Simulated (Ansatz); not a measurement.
System: OsO, net charge 0, triplet state. The spin state was set by rule; other spins were not relaxed. 
Geometry from a B3LYP-D3(BJ)/def2-TZVP (Ansatz, a quantum-chemistry and plane-wave program) optimisation:
```xyz
2

Os     0.0000     0.0000    -0.1587
O      0.0000     0.0000     1.5078
```
Charge 0, spin multiplicity 3.

Wanted: vertical ionisation energy (to the quartet state of charge +1; each state is the SCF solution reached for its spin; the UHF <S^2> is 4.43 for the quartet (pure: 3.75) and 2.79 for the triplet (pure: 2.00); for the quartet T1 is 0.092; for the triplet T1 is 0.082), in eV. Valence correlation only, unless marked. Open shells are spin-unrestricted. Spin-orbit coupling is left out. Frozen are the shells of the preceding noble gas and the d and f shells that filled before the atom's block. In def2 rows, elements after Kr have scalar-relativistic effective core potentials. Basis-set limits of correlation are two-point, X^-3; Hartree-Fock from the larger set.

```
level                                 program  vertical ionisation energy (eV)  minus last row
------------------------------------  -------  -------------------------------  --------------
PBE/def2-TZVPD                         Ansatz                             8.83            0.04
B3LYP/def2-TZVPD                       Ansatz                             8.93            0.14
PBE0/def2-TZVPD                        Ansatz                             8.70           -0.09
BHLYP/def2-TZVPD                       Ansatz                             8.60           -0.19
wB97M-V/def2-TZVPD                     Ansatz                             8.73           -0.06
CCSD/def2-TZVPPD                       Ansatz                             8.42           -0.37
CCSD/CBS(def2-TZVPPD,def2-QZVPPD)      Ansatz                             8.54           -0.25
CCSD(T)/def2-SVPD                      Ansatz                             8.47           -0.32
CCSD(T)/def2-TZVPPD                    Ansatz                             8.63           -0.16
CCSD(T)/CBS(def2-TZVPPD,def2-QZVPPD)   Ansatz                             8.79            0.00
```
